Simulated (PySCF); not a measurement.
Two-component Hartree-Fock for Se+ (selenium, charge +1)

Start: [Ar] 3d10 4s2 4p3; 4p1/2 filled at m_j = -1/2, +1/2; 4p3/2 filled at m_j = +3/2. Calculated with PySCF 2.14 in x2c-QZVPPall-2c (11s10p5d4f1g, 103 functions): generalised Hartree-Fock with the X2C-1e Hamiltonian and a Gaussian nucleus; one run each with spin-orbit coupling (SO) switched off, then screened by Boettger's factors.

```csv
spinor shell,electrons,"ε, spin-free (eV)","ε, screened SO (eV)",weight of nominal j (screened SO),"rms radius, screened SO (bohr)"
1s1/2,2,-12748.1,-12747.8,1.000,0.0508
2s1/2,2,-1706.8,-1706.7,1.000,0.212
2p1/2,2,-1497.4,-1526.1,1.000,0.187
2p3/2,4,-1497.4,-1483.6,1.000,0.190
3s1/2,2,-261.08,-261.05,1.000,0.612
3p1/2,2,-193.19,-197.50,0.996,0.629
3p3/2,4,-193.19,-191.11,0.998,0.639
3d3/2,4,-80.923,-81.532,0.965,0.694
3d5/2,6,-80.923,-80.484,0.976,0.696
4s1/2,2,-32.428,-32.421,1.000,1.90
4p1/2,2,-21.426,-21.516,0.551,2.25
4p3/2,1,-21.426,-21.246,1.000,2.27
```

```tsv
quantity	spin-free	screened SO
E (hartree)	-2427.77076	-2427.89171
M_J	3/2	3/2
⟨J²⟩	3.751	3.751
⟨L²⟩	0.000	0.015
⟨S²⟩	3.751	3.735
```

Each row is a mean over spinors that exchange with the open shell spreads, by up to 8.403 eV (4s1/2).

Rows whose weight is well below 1 are mixtures of j = l ± 1/2: exchange outweighs spin-orbit coupling there, and the label is only the starting occupation.

Without spin-orbit coupling the j labels of p, d and f shells carry no meaning; the spin-free column gives the mean over the occupied spinors of each nl shell.
